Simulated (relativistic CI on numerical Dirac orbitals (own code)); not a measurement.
Method of calculation: Dirac-Coulomb-Breit CI, orbitals from a KLI potential per configuration, QED by a radiative potential, unscaled Slater integrals (own radial code, finite nucleus).

Configuration list (outside the closed core [Ne]): 3s2, 3s 3p, 3p2, 3s 3d, 3d2, 3p 3d, 3p 4s, 3d 4s, 3s 4s, 3s 4p, 3s 4d, 3s 4f, 3s 5s, 3s 5p, 3s 5d, 3s 5f, 4s2, 3s 5g, 3s 6s, 3s 6p, 3s 6d. Levels of other configurations are missing.

At this charge energies of transitions that change n are usually good to better than 1 %, and those within a shell (Δn = 0) to a few per cent.

Outline of the computed level scheme of Cs XLIV. Lowest level of each configuration: 3s2 1S_0 at 0.00 eV; 3s 3p 3P°_0 at 88.78 eV; 3p2 3P_0 at 214.11 eV; 3s 3d 3D_1 at 329.21 eV; 3p 3d 3F°_2 at 425.24 eV; 3d2 3F_2 at 666.59 eV; 3s 4s 3S_1 at 1555.73 eV; 3s 4p 3P°_0 at 1602.40 eV; 3p 4s 3P°_0 at 1662.69 eV.

Some strong electric-dipole decays among the lowest 43 levels: 3s 4p 1P°_1 → 3s2 1S_0 (1.3e+13 s⁻¹); 3s 4s 1S_0 → 3s 3p 1P°_1 (1.2e+13 s⁻¹); 3s 4s 3S_1 → 3s 3p 3P°_2 (8.7e+12 s⁻¹); 3s 4p 3P°_1 → 3s2 1S_0 (8.3e+12 s⁻¹); 3p 4s 3P°_1 → 3p2 1D_2 (5.1e+12 s⁻¹); 3s 4s 3S_1 → 3s 3p 3P°_1 (3.5e+12 s⁻¹); 3p 4s 3P°_1 → 3p2 3P_0 (2.6e+12 s⁻¹); 3s 4p 3P°_2 → 3s 3d 3D_3 (2.2e+12 s⁻¹).

LS names give the leading component of a level, which can be under half, so a name can repeat, a term be missing and a line seem to break the LS rules.
